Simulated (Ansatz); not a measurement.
A search over several starts for the lowest SCF solution of TiF4⁺ at the given spin, in a small basis.

```yaml
crystal:
  periodic: [false, false, false]
  atoms:
    - {symbol: Ti, position_ang: [0.000000, -0.000002, -0.000000]}
    - {symbol: F, position_ang: [0.009266, -0.015649, 1.744018]}
    - {symbol: F, position_ang: [1.641251, 0.009213, -0.590032]}
    - {symbol: F, position_ang: [-0.828655, 1.427215, -0.564193]}
    - {symbol: F, position_ang: [-0.821853, -1.420787, -0.589793]}
basis:
  gaussian: {orbitals: def2-SVP}
total_charge: 1
magnetization: {spin_polarized: true, initial_magnetization: 1}
hamiltonian: {xc: pbe0, dispersion: d4}
output: {orbitals: {seedname: orbitals}}
```

```sh
$ ansatz run in.yaml --threads 4 --pin off --events-out ev --progress --plain --max-ram 3916MiB
```

It prints (some lines left out):

```
Functional definition: PBE0
854 factors; integrals over basis functions are off by at most 8.9e-4 eV
mean field evaluation 1: about -33934.7209 eV, gradient 6.2e1 eV
mean field evaluation 2: about -33480.2055 eV, gradient 3.7e2 eV
mean field evaluation 4: about -33936.9963 eV, gradient 5.5e1 eV
mean field evaluation 8: about -33948.1813 eV, gradient 4.4e-1 eV
mean field evaluation 16: about -33948.2532 eV, gradient 3.9e-2 eV
mean field evaluation 32: about -33948.1810 eV, gradient 4.3e0 eV
mean field evaluation 64: about -33948.2533 eV, gradient 1.9e-6 eV
mean field evaluation 96: about -33948.2498 eV, gradient 3.2e-1 eV
mean field -33948.26249649 eV, -1247.5756357871 hartree, gradient 7.7e-6 eV, S^2 0.775214; 8 other end points of the search recorded, 0 dependent functions left out
reference -33948.26259299 eV, -1247.5756393335 hartree; 29, 28 occupied and 58, 59 virtual orbitals, 854 factors
Total energy: -33948.32341089 eV, -1247.5778743502 hartree
```

Run time 14 s (4 threads of Arm Neoverse V1 on a shared host).

Other converged states that the search met: 0.01 eV higher (⟨S²⟩ = 0.78).
